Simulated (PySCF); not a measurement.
A calculated (LDA, PySCF 2.14, def2-QZVPPD, the non-relativistic Hamiltonian (point nucleus)) atom or ion has these occupied shells.

| shell | electrons | orbital energy (eV) | rms radius, mean of both spins (bohr) |
| --- | --- | --- | --- |
| 1s α | 1 | -6355.9 | 0.0714 |
| 1s β | 1 | -6355.9 | 0.0714 |
| 2s α | 1 | -727.01 | 0.307 |
| 2s β | 1 | -725.35 | 0.307 |
| 2p α | 3 | -623.55 | 0.275 |
| 2p β | 3 | -622.28 | 0.275 |
| 3s α | 1 | -80.703 | 0.932 |
| 3s β | 1 | -76.976 | 0.932 |
| 3p α | 3 | -51.243 | 1.00 |
| 3p β | 3 | -47.616 | 1.00 |
| 3d α | 5 | -4.769 | 1.62 |
| 4s β | 1 | -4.138 | 3.70 |
| 3d β | 1 | -2.024 | 1.62 |

Task: Name the element and its charge.

Result: Mn (manganese, neutral), in [Ar] 3d6 4s1, 4s spin antiparallel (an excited configuration).
